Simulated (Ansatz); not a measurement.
Stretch profile

InH₃ (SMILES [InH3]), closed shell, at its PBE0-D4/def2-TZVP minimum:

```tsv
atom	x (Å)	y (Å)	z (Å)
In1	0.0139	-0.0151	-0.0051
H2	0.4155	1.5160	0.6782
H3	-1.0956	-0.1073	-1.3214
H4	0.7218	-1.4540	0.6280
```

The bond length In1–H2 (1.724 Å at the minimum) is set to the values below, with the rest relaxed at PBE0-D4/def2-TZVP at each step. Each method's energies count from its own value at the PBE0-D4 minimum structure. Program: Ansatz 0.2.0. Basis: def2-TZVPP. Cores are frozen in the correlated methods. Filled d shells of the heavier atoms are correlated. Core potentials replace the inner electrons of the atoms past krypton. The def2 sets are not built for correlating such inner shells, so the correlated values are less sure here. B3LYP uses VWN-RPA correlation.

```csv
bond length (Å),CCSD(T) (kcal/mol),B3LYP-D4 (kcal/mol),PBE0-D4 (kcal/mol)
1.483,?,11.45,11.15
1.533,6.20,6.75,6.50
1.608,1.97,2.31,2.15
1.695,0.07,0.16,0.12
1.791,0.67,0.46,0.56
1.894,3.45,2.90,3.17
2.005,8.04,7.08,7.56
2.120,?,12.29,13.08
2.241,?,18.29,19.45
```

Task: Fill in the withheld CCSD(T) values. (Judge from chemistry; the value comes from the calculation.)

Result: The calculation gives: 10.77 kcal/mol at 1.483 Å; 13.79 kcal/mol at 2.120 Å; 20.35 kcal/mol at 2.241 Å. These count from the CCSD(T) energy at the PBE0-D4 minimum.

Minimum and curvature along this coordinate at CCSD(T): A fifth-order fit through the nearest points gives 1.718 Å, with a curvature of about 12 eV/Å².

Largest difference from the CCSD(T) curve over the scan: PBE-D4 3.13; r2SCAN-D4 0.81; wB97M-V 0.72; HF 2.12 kcal/mol. Each curve counts from its own value at the minimum.

No T1 diagnostic of these runs exceeds 0.018.

For scale, one of the runs: CCSD(T)/def2-TZVPP, 92 basis functions, launched by `ansatz run in.yaml --threads 2 --pin off --events-out ev --progress --plain --max-ram 4352MiB`. The run took about 2 s on 2 CPU threads of an Arm Neoverse V2 (shared host).
